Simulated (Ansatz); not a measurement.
`[CH3][Mo](=[O])([OH])=[S]` and `[CH3][W](=[O])([OH])=[S]` differ in one element.

Ansatz, PBE0-D4/def2-TZVP geometries, multiplicity 1. Each molecule was computed in one conformer, which needn't be the lowest.

Elements past krypton have def2 core potentials.

```tsv
property	`[CH3][Mo](=[O])([OH])=[S]`
HOMO–LUMO gap (PBE0/def2-TZVPP) / eV	4.84
zero-point energy (PBE0-D4/def2-TZVP) / kJ/mol	141.9
HOMO energy (ωB97M-V/def2-TZVPP) / eV	-9.84
HOMO energy (PBE0/def2-TZVPP) / eV	-7.72
size of the dipole moment (PBE/def2-TZVPP) / D	2.88
HOMO energy (PBE/def2-TZVPP) / eV	-6.50
```

Question: What does the change do to each property? (Best estimate.)

Answer: The calculation gave: 
```
                                      property  `[CH3][W](=[O])([OH])=[S]`  shift
          HOMO–LUMO gap (PBE0/def2-TZVPP) / eV                        5.25   0.41
zero-point energy (PBE0-D4/def2-TZVP) / kJ/mol                       141.4   -0.5
         HOMO energy (ωB97M-V/def2-TZVPP) / eV                       -9.76   0.08
            HOMO energy (PBE0/def2-TZVPP) / eV                       -7.64   0.08
size of the dipole moment (PBE/def2-TZVPP) / D                        3.29   0.41
             HOMO energy (PBE/def2-TZVPP) / eV                       -6.41   0.09
```

With PBE0 the HOMO rises by 0.08 eV and the LUMO rises by 0.49 eV, so the gap widens by about 0.41 eV. PBE moves the HOMO by 0.09 eV and ωB97M-V by 0.08 eV. Dipoles are sizes alone; their direction can turn.
